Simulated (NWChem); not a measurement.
System: CH5FOSi; SMILES C[Si@H](O)F

NWChem input:

```
start job
memory heap 200 mb stack 900 mb global 1100 mb
geometry units angstroms noautosym nocenter noautoz
  C     -0.270849     1.660313     0.218499
  Si     0.021964    -0.092675    -0.362725
  O     -1.109994    -1.172297     0.220559
  F      1.519362    -0.523550     0.159623
  H     -0.194354     1.734860     1.323023
  H     -1.276469     2.016176    -0.084186
  H      0.483597     2.347697    -0.215837
  H     -0.012785    -0.253736    -1.846512
  H     -1.272230    -1.136683     1.179112
end
basis spherical
  * library def2-svp
end
dft
  xc b3lyp
  iterations 150
end
cosmo
  do_cosmo_smd true
  solvent meg
end
task dft energy
```

The geometry was optimised at PBE-D3(BJ)/def2-SVP. Solvent: ethylene glycol.

Level: B3LYP/def2-SVP with SMD (1 M gas to 1 M solution), gas-phase geometry. Reactions with the solvent are ignored.

Task: What results follow from this input? (B3LYP/def2-SVP, SMD on the gas-phase geometry.) Quantities: solvation free energy (kcal/mol); cavity-dispersion-structure term (kcal/mol); dipole in solution (D).

Result: 
```
Property                                     Value
-------------------------------------------  -----
solvation free energy (kcal/mol)              -4.5
cavity-dispersion-structure term (kcal/mol)    3.0
dipole in solution (D)                        2.85
```
